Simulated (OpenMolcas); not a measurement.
## Ionisation energies of hafnium

```json
{
 "Program": "OpenMolcas",
 "Basis": "ANO-RCC [11s10p9d8f4g2h]",
 "Scalar Hamiltonian": "DKH2, point nucleus",
 "Spin-orbit coupling": "RASSI with atomic mean-field integrals over the reference wave functions, term energies averaged over their components"
}
```

Active shells in each charge state: the valence d shell, with orbitals averaged over the low states. Where CASPT2's correlated closed shells are named, they are those of the first ion.

A. CASSCF
B. SS-CASPT2, IPEA 0.25 Eh, imaginary shift 0.1 Eh (closed shells correlated: 5s 5p)
C. SS-CASPT2, IPEA 0 Eh, imaginary shift 0.1 Eh (closed shells correlated: 5s 5p)
D. SS-CASPT2, IPEA 0.25 Eh, imaginary shift 0.1 Eh (closed shells correlated: none)
E. SS-CASPT2, IPEA 0.25 Eh, imaginary shift 0.1 Eh (closed shells correlated: 4f 5s 5p)

Energies in eV between the lowest computed levels, named as in B; reference values from the NIST Atomic Spectra Database with their kind.

| From | To | A | B | C | D | E | Spin-orbit share in B | Reference |
| --- | --- | --- | --- | --- | --- | --- | --- | --- |
| Hf2+ 5d² ³F₂ | Hf3+ 5d ²D_3/2 | 21.555 | 22.323 | 22.364 | 21.726 | 22.737 | +0.152 | 22.550 (theoretical) |
| Hf3+ 5d ²D_3/2 | Hf4+ 5p⁶ ¹S₀ | 32.346 | 33.049 | 33.104 | 32.346 | 33.559 | +0.375 | 33.370 (semi-empirical) |

The lowest level within the active space need not be the ion's true ground level.
